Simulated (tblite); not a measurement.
Compound: C4H9ClGeO.
Numbering: `[CH2:1]=[C:2]([CH2:3][Cl:4])[O:5][GeH2:6][CH3:7]` (hydrogens: H8, H9 on C1; H10, H11 on C3; H12, H13 on Ge6; H14, H15, H16 on C7)

Computed with GFN2-xTB (tblite), gas phase: L-BFGS steps from a force-field or distance-geometry start until the largest atomic force falls under 0.01 eV/Å.

Step 4: E = -644.4672 eV
```
atom  x, y, z in Å  |  force x, y, z in eV/Å
C1     -1.6735    1.5485    1.3887    0.030   0.084   0.111
C2     -1.1656    0.7137    0.4937    0.132  -0.128  -0.270
C3     -2.0578    0.0305   -0.4894   -0.188  -0.246  -0.035
Cl4    -2.4760   -1.6083    0.1269    0.124   0.055  -0.050
O5      0.1629    0.4545    0.4463    0.094  -0.044  -0.052
Ge6     1.0811   -0.6723   -0.6079    0.033   0.043  -0.072
C7      2.9857   -0.6005   -0.1519   -0.122   0.056   0.051
H8     -1.0481    2.0505    2.0976    0.084   0.046   0.121
H9     -2.7287    1.7326    1.4323   -0.028   0.044  -0.005
H10    -1.5886   -0.1196   -1.4613    0.123   0.006   0.025
H11    -3.0014    0.5514   -0.6136   -0.078   0.101   0.050
H12     0.8860   -0.2140   -2.0418   -0.112  -0.031   0.005
H13     0.5424   -2.0522   -0.4054   -0.170  -0.124  -0.046
H14     3.1561   -0.9216    0.8679    0.046   0.012   0.155
H15     3.5226   -1.2771   -0.8118   -0.018  -0.007  -0.022
H16     3.3953    0.3929   -0.2816    0.048   0.132   0.034
```

Step 5: E = -644.4732 eV
```
atom  x, y, z in Å  |  force x, y, z in eV/Å
C1     -1.6714    1.5493    1.3897    0.086  -0.056  -0.047
C2     -1.1658    0.7119    0.4893    0.118   0.048  -0.027
C3     -2.0590    0.0275   -0.4894   -0.191  -0.144  -0.101
Cl4    -2.4721   -1.6062    0.1249    0.092  -0.031  -0.016
O5      0.1629    0.4494    0.4390    0.039   0.019   0.005
Ge6     1.0811   -0.6733   -0.6101   -0.002  -0.007  -0.052
C7      2.9807   -0.5986   -0.1506    0.049   0.060   0.102
H8     -1.0466    2.0517    2.1009    0.064   0.012   0.070
H9     -2.7282    1.7338    1.4321    0.027   0.035  -0.003
H10    -1.5849   -0.1211   -1.4604    0.076   0.019   0.032
H11    -3.0020    0.5532   -0.6105   -0.045   0.063   0.026
H12     0.8822   -0.2152   -2.0392   -0.103  -0.020  -0.049
H13     0.5379   -2.0521   -0.4073   -0.149  -0.119  -0.049
H14     3.1586   -0.9209    0.8709    0.001   0.041   0.066
H15     3.5214   -1.2752   -0.8103   -0.050   0.014   0.001
H16     3.3977    0.3948   -0.2804   -0.011   0.067   0.042
```

Step 6: E = -644.4779 eV
```
atom  x, y, z in Å  |  force x, y, z in eV/Å
C1     -1.6680    1.5485    1.3892    0.067  -0.030  -0.029
C2     -1.1646    0.7118    0.4856    0.074   0.040   0.025
C3     -2.0631    0.0226   -0.4911   -0.070   0.026  -0.059
Cl4    -2.4673   -1.6054    0.1230    0.057  -0.104   0.013
O5      0.1639    0.4458    0.4334   -0.012   0.059   0.032
Ge6     1.0810   -0.6745   -0.6129   -0.022  -0.069  -0.013
C7      2.9781   -0.5960   -0.1477    0.137   0.044   0.098
H8     -1.0443    2.0529    2.1047    0.016  -0.047  -0.019
H9     -2.7271    1.7353    1.4319    0.109   0.015  -0.008
H10    -1.5805   -0.1219   -1.4592    0.020   0.022   0.019
H11    -3.0035    0.5559   -0.6075   -0.023   0.015  -0.002
H12     0.8771   -0.2165   -2.0382   -0.091  -0.011  -0.089
H13     0.5315   -2.0543   -0.4098   -0.115  -0.081  -0.057
H14     3.1605   -0.9195    0.8746   -0.029   0.058   0.011
H15     3.5194   -1.2732   -0.8090   -0.065   0.039   0.030
H16     3.3992    0.3975   -0.2785   -0.051   0.023   0.048
```

Step 7: E = -644.4811 eV
```
atom  x, y, z in Å  |  force x, y, z in eV/Å
C1     -1.6645    1.5478    1.3888    0.047  -0.021  -0.029
C2     -1.1629    0.7119    0.4827    0.009   0.028   0.050
C3     -2.0664    0.0198   -0.4928    0.041   0.122  -0.005
Cl4    -2.4628   -1.6067    0.1219    0.035  -0.121   0.021
O5      0.1646    0.4441    0.4297   -0.019   0.064   0.033
Ge6     1.0806   -0.6767   -0.6151   -0.017  -0.089   0.014
C7      2.9783   -0.5933   -0.1441    0.104   0.026   0.059
H8     -1.0424    2.0527    2.1070    0.008  -0.071  -0.057
H9     -2.7241    1.7367    1.4316    0.134   0.006  -0.010
H10    -1.5771   -0.1221   -1.4581   -0.026   0.024   0.005
H11    -3.0052    0.5582   -0.6054   -0.010  -0.021  -0.020
H12     0.8718   -0.2177   -2.0391   -0.077  -0.013  -0.097
H13     0.5248   -2.0571   -0.4126   -0.086  -0.049  -0.060
H14     3.1615   -0.9174    0.8776   -0.037   0.057   0.011
H15     3.5167   -1.2709   -0.8074   -0.047   0.039   0.038
H16     3.3996    0.3999   -0.2762   -0.061   0.020   0.049
```

Task: Estimate the geometry and energy of step 8. (The exact step hangs on the optimiser's Hessian estimate; all steps are aligned on step 7, rigid shifts and turns removed.)

Result: E = -644.4849 eV, largest force 0.219 eV/Å
```
atom  x, y, z in Å  |  force x, y, z in eV/Å
C1     -1.6591    1.5469    1.3880    0.022   0.002  -0.013
C2     -1.1609    0.7121    0.4795   -0.040  -0.003   0.051
C3     -2.0696    0.0188   -0.4947    0.138   0.160   0.058
Cl4    -2.4562   -1.6104    0.1207    0.019  -0.087   0.012
O5      0.1651    0.4427    0.4251   -0.002   0.048   0.024
Ge6     1.0799   -0.6814   -0.6176   -0.009  -0.077   0.032
C7      2.9796   -0.5894   -0.1386    0.007   0.002   0.002
H8     -1.0396    2.0512    2.1090    0.026  -0.080  -0.076
H9     -2.7177    1.7386    1.4309    0.107   0.003  -0.011
H10    -1.5731   -0.1221   -1.4565   -0.075   0.029  -0.015
H11    -3.0075    0.5605   -0.6030    0.009  -0.064  -0.036
H12     0.8633   -0.2196   -2.0419   -0.051  -0.025  -0.078
H13     0.5143   -2.0616   -0.4176   -0.048  -0.014  -0.061
H14     3.1622   -0.9137    0.8822   -0.038   0.048   0.028
H15     3.5125   -1.2673   -0.8045    0.000   0.025   0.036
H16     3.3990    0.4037   -0.2723   -0.065   0.030   0.045
```

The energy changes by -0.0038 eV. The first-order estimate −F·Δx gives -0.0054 eV and the mean of the old and new forces, exact on a quadratic surface, -0.0038 eV. The step makes an angle of 56° with the force vector and moves no atom by more than 0.012 Å.

What follows is the cost of the whole relaxation. On one thread, Arm Neoverse N1 (aarch64), no GPU (shared host), this took 1.7 s of wall time.
